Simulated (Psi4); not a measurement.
Pair of molecules, SMILES [AlH3] with SMILES C#N (the first has 4 atoms); geometry from B3LYP-D3(BJ)/def2-TZVP, rigid monomers moved along the line of their centres of mass till Al1···N6 is 2.89 Å.
(charge 0, multiplicity 1):
```xyz
7

Al    -0.16157     0.36406     0.26280
H      1.25365     0.82434    -0.29958
H     -1.23650     1.48888     0.59490
H     -0.69082    -1.08215    -0.13618
C      0.97395    -0.46261     4.03834
N      0.65211    -0.23013     2.96956
H      1.27546    -0.68004     5.03934
```

Level of theory: SAPT0/jun-cc-pV(D+d)Z (Psi4).

Task: Give the four SAPT terms and the total, and say what mostly holds the pair together.

Result: electrostatics -401.2, exchange 136.1, induction -126.9, dispersion -65.6, total -457.6 meV; the largest attraction is electrostatics.
